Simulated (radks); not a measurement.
Re II, 74 electrons, occupied as [Xe] 4f14 5d5 6s0.5 5f0.5 (fractional occupations, a model configuration).

All-electron calculation, scalar-relativistic Kohn-Sham, SCAN, spin-unpolarised, spherical densities, finite nucleus; meta-GGA in the generalised Kohn-Sham scheme; Fermi nuclear charge, rms radius 5.3698 fm. Program: a radial shooting solver on a logarithmic mesh with Libxc functionals.

Energy parts (hartree):
| part | energy |
|---|---|
| total | -16691.3583 |
| kinetic | 18439.4119 |
| electron-nucleus | -41283.6262 |
| Hartree | 6484.2495 |
| exchange-correlation | -331.3933 |

Orbitals (lengths in bohr, moments of r in powers of bohr):
| orbital | occ. | eigenvalue (hartree) | <1/r> |
|---|---|---|---|
| 1s | 2 | -2636.369 | 88.73 |
| 2s | 2 | -458.4109 | 20.78 |
| 2p | 6 | -399.9972 | 18.75 |
| 3s | 2 | -106.8708 | 7.705 |
| 3p | 6 | -89.53870 | 7.091 |
| 3d | 10 | -69.85181 | 6.686 |
| 4s | 2 | -22.82366 | 3.271 |
| 4p | 6 | -17.11242 | 2.971 |
| 4d | 10 | -9.92044 | 2.648 |
| 5s | 2 | -3.57553 | 1.292 |
| 5p | 6 | -2.15058 | 1.089 |
| 4f | 14 | -1.97178 | 2.163 |
| 5d | 5 | -0.57621 | 0.7186 |
| 6s | 0.5 | -0.54882 | 0.4623 |
| 5f | 0.5 | -0.07123 | 0.1078 |

The highest occupied level is 5f at -1.938 eV. Summed over all electrons, <r^2> = 109.1 bohr^2, which gives a Langevin (diamagnetic) susceptibility term of -86.4 x 10^-6 cm^3/mol.
